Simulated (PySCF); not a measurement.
²⁹Si chemical shifts

A single conformation, non-relativistic Hamiltonian, averaged over atoms made equivalent by symmetry, fast rotation or ring inversion, isolated molecule. σ from GIAO-PBE0/pcSseg-1; structure optimised with GFN2-xTB; PySCF.

Shieldings were converted by a linear fit to measured shifts: ²⁹Si (scatter 8.9 ppm rms, 25.8 ppm with the 6 outliers that the fit left out vs TMS, solution or neat liquid). A few per cent of atoms miss by over 2 rms, more outside the fitted compound classes.

Problem. Give the ²⁹Si shifts of `C=CO[SiH2]OC`, `[SiH3]/C=P/N([SiH3])[SiH3]`, `C=C(C)[SiH](O)O`.

Solution. 
| compound | environment | δ (ppm) |
| --- | --- | --- |
| C=CO[SiH2]OC | silicon bonded to 2 O, 2 H | -31.9 |
| [SiH3:1]/[CH:2]=[P:3]/[N:4]([SiH3:5])[SiH3:6] | Si5/6: silicon bonded to N, 3 H (×2) | -47.2 |
| [SiH3:1]/[CH:2]=[P:3]/[N:4]([SiH3:5])[SiH3:6] | Si1: silicon bonded to C, 3 H | -74.6 |
| C=C(C)[SiH](O)O | silicon bonded to C, 2 O, H | -32.9 |

Problem. Order these by ²⁹Si shift, lowest first.
A. C=CC[SiH](O)O
B. C=N[Si@@H](C)F
C. C=C[Si@@H](O)OC
D. FC/C=N\[SiH3]

Solution. D (-58.7 ppm, silicon bonded to N, 3 H), C (-36.5 ppm, silicon bonded to C, 2 O, H), A (-26.5 ppm, silicon bonded to C, 2 O, H), B (-17.4 ppm, silicon bonded to C, F, N, H).
